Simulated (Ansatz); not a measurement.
Reaction (redistribution): `[Br][GeH2][Br]` + `[CH3][Al]([NH2])[Br]` → `[CH3][GeH2][Br]` + `[NH2][Al]([Br])[Br]`

Computed with Ansatz on PBE0-D4/def2-TZVP structures; ΔE is electronic, products minus reactants. CCSD(T)/CBS adds triple-zeta CCSD(T) − MP2 to the extrapolated MP2 energy (def2 sets, frozen cores). Functionals use def2-TZVPP. For Br, Ge outer-core shells are correlated without core-valence functions, which leaves a few kJ/mol of doubt a bond. Scalar relativity is left out up to krypton. Each species was taken in one conformer, which may not be the lowest.

`[Br][GeH2][Br]`:

Cartesian coordinates in Å:
```
Br -2.123 0.510 -0.021
Ge 0.118 0.035 -0.162
Br 0.815 -0.900 1.814
H 0.872 1.351 -0.358
H 0.317 -0.997 -1.273
```

`[CH3][Al]([NH2])[Br]`:

Z-matrix (Å, degrees):
```
C
Al 1 1.937
H 1 1.093 2 110.8
H 1 1.093 2 112.0 3 120.9
H 1 1.094 2 110.7 3 -118.4
N 2 1.760 1 123.9 3 -122.9
Br 2 2.268 1 120.6 3 57.2
H 6 1.007 2 124.9 1 0.1
H 6 1.007 2 124.5 1 -179.9
```

`[CH3][GeH2][Br]`:

```xyz
8

C    -1.027   -0.289   -0.127
Ge    0.857    0.047    0.197
Br    1.356    2.147   -0.654
H    -1.229   -0.260   -1.198
H    -1.630    0.471    0.370
H    -1.300   -1.272    0.261
H     1.772   -0.941   -0.541
H     1.202    0.098    1.692
```

`[NH2][Al]([Br])[Br]`:

Z-matrix (Å, degrees):
```
N
Al 1 1.748
H 1 1.007 2 124.4
H 1 1.007 2 124.3 3 180.0
Br 2 2.241 1 119.8 3 0.0
Br 2 2.241 1 119.8 3 -180.0
```

```
             level  ΔE (kcal/mol)
RPA@PBE/def2-TZVPP          -17.5
   CCSD/def2-TZVPP          -18.0
```

Task: What does CCSD(T)/CBS give? (Best estimate.)

Result: The calculation gave: -18.1 kcal/mol. The listed levels differ from it by 0.6, 0.1 kcal/mol.

Task: What do rigid-rotor, harmonic-oscillator terms from PBE0-D4/def2-TZVP frequencies (298.15 K, 1 bar) make of the CCSD(T)/CBS value? (An estimate is asked.)

Result: Ansatz gave: ΔZPE = +0.7 kcal/mol, ΔH = -17.6 kcal/mol, ΔS = -9 J/(mol·K), ΔG = -16.9 kcal/mol.

Largest T1 diagnostic among the species: 0.009.

Leaving LDA and LC-ωPBE aside and taking each functional with its dispersion term where it has one, the values, not all of them listed here, spread over 3.1 kcal/mol, from PBE-QIDH to BLYP-D4. From BLYP to BHLYP (50 % exact exchange), in def2-TZVPP and without D4, ΔE moves by −2.5 kcal/mol.
